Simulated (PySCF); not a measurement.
PySCF input (TPSSh/def2-TZVPD):

```python
from pyscf import gto, scf, dft

mol = gto.M(
    atom='''
    Ge    0.52639857   -0.22363223    0.20073112
    Br   -0.62511814   -1.87112544   -1.00309374
    Br   -0.78522170    0.46264985    2.01679502
    Br    0.92906116    1.61293935   -1.19722688
    ''',
    basis='def2-tzvpd',
    charge=0,
    spin=1,
    verbose=4,
)

mf = dft.UKS(mol, xc='tpssh').density_fit(auxbasis='def2-universal-jkfit')
mf.grids.level = 3
mf.conv_tol = 1e-9
mf.max_cycle = 100
mf.max_memory = 1500
mf.kernel()
if not mf.converged:
    mf = mf.newton()
    mf.kernel(mf.make_rdm1())
for _ in range(2):
    mo, _, stable, _ = mf.stability(return_status=True)
    if stable:
        break
    mf.kernel(mf.make_rdm1(mo, mf.mo_occ))
mf.analyze()
```

End of the output:

```
Extra cycle  E= -9799.28921016326  delta_E= -1.46e-11  |g|= 1.14e-05  |ddm|= 1.9e-05
converged SCF energy = -9799.28921016326  <S^2> = 0.75420681  2S+1 = 2.0042024
uhf_internal: lowest eigs of H = [0.32230922 0.35833273 0.35968491]
<class 'pyscf.df.df_jk.DFUKS'> wavefunction is stable in the internal stability analysis
**** SCF Summaries ****
Total Energy =                       -9799.289210163258758
Nuclear Repulsion Energy =            1267.987107071978926
One-electron Energy =               -16171.590871958776916
Two-electron Energy =                 5104.314554723539914
Two-electron Coulomb Energy =         5457.024834026631652
DFT Exchange-Correlation Energy =     -352.710279303091511
HOMO-LUMO gap [eV] =                     1.705995996815990
**** MO energy ****
                             alpha | beta                alpha | beta
MO #1   energy= -482.577922695886  | -482.577446481681  occ= 1 | 1
MO #2   energy= -482.577922211195  | -482.577445983988  occ= 1 | 1
MO #3   energy= -482.577921165163  | -482.577444939114  occ= 1 | 1
MO #4   energy= -398.557164377121  | -398.556093334541  occ= 1 | 1
MO #5   energy= -62.2914334949691  | -62.2912518018528  occ= 1 | 1
MO #6   energy= -62.2914327477687  | -62.2912510523582  occ= 1 | 1
MO #7   energy= -62.2914289724407  | -62.2912472630784  occ= 1 | 1
MO #8   energy= -56.0776854022194  | -56.0768855343814  occ= 1 | 1
MO #9   energy= -56.0776846613644  | -56.0768847617914  occ= 1 | 1
MO #10  energy= -56.0776835710755  | -56.0768825893288  occ= 1 | 1
MO #11  energy= -56.0748235894807  | -56.0745146628018  occ= 1 | 1
MO #12  energy= -56.0748227882218  | -56.0745138261227  occ= 1 | 1
MO #13  energy= -56.0748216813912  | -56.0745135435849  occ= 1 | 1
MO #14  energy= -56.0745010396928  | -56.0743404866006  occ= 1 | 1
MO #15  energy= -56.0745004210643  | -56.074339863239   occ= 1 | 1
MO #16  energy= -56.0744966871122  | -56.0743361619397  occ= 1 | 1
MO #17  energy= -49.667002526949   | -49.6665424556868  occ= 1 | 1
MO #18  energy= -44.1596993002916  | -44.1587172664872  occ= 1 | 1
MO #19  energy= -44.1590009493658  | -44.1585367470032  occ= 1 | 1
MO #20  energy= -44.1590007707102  | -44.1585365615267  occ= 1 | 1
MO #21  energy= -8.6378066773701   | -8.63712106549158  occ= 1 | 1
MO #22  energy= -8.63780459439562  | -8.63711898293997  occ= 1 | 1
MO #23  energy= -8.63779662065441  | -8.63711069961492  occ= 1 | 1
MO #24  energy= -6.45799750701548  | -6.45647137567182  occ= 1 | 1
MO #25  energy= -6.45799600728858  | -6.45646963794436  occ= 1 | 1
MO #26  energy= -6.45799196697715  | -6.45646633305672  occ= 1 | 1
MO #27  energy= -6.44942750462653  | -6.44884341160058  occ= 1 | 1
MO #28  energy= -6.44942180281053  | -6.44883825053909  occ= 1 | 1
MO #29  energy= -6.44941990900086  | -6.44883652604495  occ= 1 | 1
MO #30  energy= -6.4485044847831   | -6.44819320402404  occ= 1 | 1
MO #31  energy= -6.44849965122703  | -6.44818834854115  occ= 1 | 1
MO #32  energy= -6.4484985323561   | -6.44818725779082  occ= 1 | 1
MO #33  energy= -6.23530766607076  | -6.23357949791384  occ= 1 | 1
MO #34  energy= -4.40202959168887  | -4.3993599915513   occ= 1 | 1
MO #35  energy= -4.40021811826692  | -4.39935882608058  occ= 1 | 1
MO #36  energy= -4.40021692915226  | -4.39869469242686  occ= 1 | 1
MO #37  energy= -2.58167263871482  | -2.58030920998481  occ= 1 | 1
MO #38  energy= -2.58167003352803  | -2.5803036726587   occ= 1 | 1
MO #39  energy= -2.58162598053909  | -2.58026626048726  occ= 1 | 1
MO #40  energy= -2.57951086109936  | -2.5782908896463   occ= 1 | 1
MO #41  energy= -2.57947597076139  | -2.57825933826476  occ= 1 | 1
MO #42  energy= -2.57946950688303  | -2.57825603218478  occ= 1 | 1
MO #43  energy= -2.57880137894621  | -2.57777679172922  occ= 1 | 1
MO #44  energy= -2.57878731248757  | -2.57776399319049  occ= 1 | 1
MO #45  energy= -2.5787809672872   | -2.57775786370018  occ= 1 | 1
MO #46  energy= -2.57222750152377  | -2.57184207166793  occ= 1 | 1
MO #47  energy= -2.57222392885145  | -2.57183892910946  occ= 1 | 1
MO #48  energy= -2.57221599827306  | -2.57183394159723  occ= 1 | 1
MO #49  energy= -2.57221036720658  | -2.57182848328155  occ= 1 | 1
MO #50  energy= -2.57220711376288  | -2.57182689812801  occ= 1 | 1
MO #51  energy= -2.57220529060383  | -2.57182581908814  occ= 1 | 1
MO #52  energy= -1.23506616012033  | -1.23290765261214  occ= 1 | 1
MO #53  energy= -1.23505342372947  | -1.23289739096436  occ= 1 | 1
MO #54  energy= -1.23492350809596  | -1.23103497852793  occ= 1 | 1
MO #55  energy= -1.23350343197517  | -1.23102804003518  occ= 1 | 1
MO #56  energy= -1.23349541212527  | -1.23082599483423  occ= 1 | 1
MO #57  energy= -0.788641971369203 | -0.781596022898127 occ= 1 | 1
MO #58  energy= -0.763723028893265 | -0.756703504237775 occ= 1 | 1
MO #59  energy= -0.763721651101617 | -0.756701930614963 occ= 1 | 1
MO #60  energy= -0.526601744638476 | -0.510084437753412 occ= 1 | 1
MO #61  energy= -0.385857440184286 | -0.375912136222535 occ= 1 | 1
MO #62  energy= -0.385856905922627 | -0.375911346759617 occ= 1 | 1
MO #63  energy= -0.345795149412372 | -0.334354691796971 occ= 1 | 1
MO #64  energy= -0.317923643311401 | -0.312806214610094 occ= 1 | 1
MO #65  energy= -0.31792240836565  | -0.312805076190621 occ= 1 | 1
MO #66  energy= -0.304330392154003 | -0.301524026967332 occ= 1 | 1
MO #67  energy= -0.304328591438006 | -0.301522174356209 occ= 1 | 1
MO #68  energy= -0.296042207405004 | -0.293703557098737 occ= 1 | 1
MO #69  energy= -0.251773676300031 | -0.189079479261993 occ= 1 | 0
MO #70  energy= -0.0840417204850761 | -0.0742720336431981 occ= 0 | 0
MO #71  energy= -0.043494971240307 | -0.0283536275362743 occ= 0 | 0
MO #72  energy= -0.0434921763930754 | -0.0283507170204736 occ= 0 | 0
MO #73  energy= 0.00514997652879234 | 0.00767104745734315 occ= 0 | 0
MO #74  energy= 0.0212688844091323 | 0.023211743381647  occ= 0 | 0
MO #75  energy= 0.0212691001372722 | 0.0232122503253831 occ= 0 | 0
MO #76  energy= 0.0238735036655688 | 0.0278206219530582 occ= 0 | 0
MO #77  energy= 0.0430802461086314 | 0.0452531308414321 occ= 0 | 0
MO #78  energy= 0.0430804948657762 | 0.0452533934102585 occ= 0 | 0
MO #79  energy= 0.0501074698541362 | 0.0509999194557401 occ= 0 | 0
MO #80  energy= 0.0501076803277051 | 0.0510002121657838 occ= 0 | 0
MO #81  energy= 0.0501424134924628 | 0.0520427176903295 occ= 0 | 0
MO #82  energy= 0.0742404157954084 | 0.0749558719355523 occ= 0 | 0
MO #83  energy= 0.0810952035601171 | 0.0838797189271903 occ= 0 | 0
MO #84  energy= 0.097476775452588  | 0.100736444493025  occ= 0 | 0
MO #85  energy= 0.0974773440095704 | 0.100737308798389  occ= 0 | 0
MO #86  energy= 0.105155178741134  | 0.106187187897178  occ= 0 | 0
MO #87  energy= 0.105167919231761  | 0.106200929365938  occ= 0 | 0
MO #88  energy= 0.123362171940331  | 0.127869181386612  occ= 0 | 0
MO #89  energy= 0.123364928502785  | 0.12787245521672   occ= 0 | 0
MO #90  energy= 0.129723928311451  | 0.138229388575416  occ= 0 | 0
MO #91  energy= 0.162006339923238  | 0.169836927106331  occ= 0 | 0
MO #92  energy= 0.167576041355111  | 0.169838608689983  occ= 0 | 0
MO #93  energy= 0.167577545829208  | 0.172029889454542  occ= 0 | 0
MO #94  energy= 0.17087570741135   | 0.172817955786286  occ= 0 | 0
MO #95  energy= 0.179986367903637  | 0.182595133480497  occ= 0 | 0
MO #96  energy= 0.180795585000486  | 0.18259600313635   occ= 0 | 0
MO #97  energy= 0.180796785767175  | 0.18582146619501   occ= 0 | 0
MO #98  energy= 0.201976975017286  | 0.206986224180912  occ= 0 | 0
MO #99  energy= 0.201977941987086  | 0.20698689146199   occ= 0 | 0
MO #100 energy= 0.210898469882753  | 0.213901562332946  occ= 0 | 0
MO #101 energy= 0.210899220279718  | 0.213902805921343  occ= 0 | 0
MO #102 energy= 0.226279193445552  | 0.227517799353868  occ= 0 | 0
MO #103 energy= 0.226974518104388  | 0.231365449044535  occ= 0 | 0
MO #104 energy= 0.226977306735479  | 0.231368175258039  occ= 0 | 0
[...]
```

It need not be the lowest isomer of its formula.
